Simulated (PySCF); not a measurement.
A structure optimised at PBE-D3(BJ)/def2-SVP, used in a PySCF frequency run:

```
C
C 1 1.3498
H 2 1.1061 1 115.32
Cl 1 1.7806 2 119.83 3 -179.10
Si 2 1.8880 3 119.22 1 -179.77
H 5 1.5030 2 108.39 3 -1.34
H 5 1.5037 6 109.22 2 120.57
H 5 1.5038 6 109.15 7 118.92
Si 1 1.8924 2 128.92 3 0.92
O 9 1.6779 1 109.91 2 -127.28
H 10 0.9749 9 113.24 1 -46.36
H 9 1.4970 10 107.21 11 -164.75
H 9 1.5060 12 110.94 10 122.88
```
Charge 0, spin multiplicity 1.

**Question.** Write its SMILES and formula.

**Answer.** O[SiH2]/C(Cl)=C/[SiH3], C2H7ClOSi2

**Question.** What are its rotational constants (standard atomic weights)?

**Answer.** 3.3081, 0.94981, 0.78960 GHz
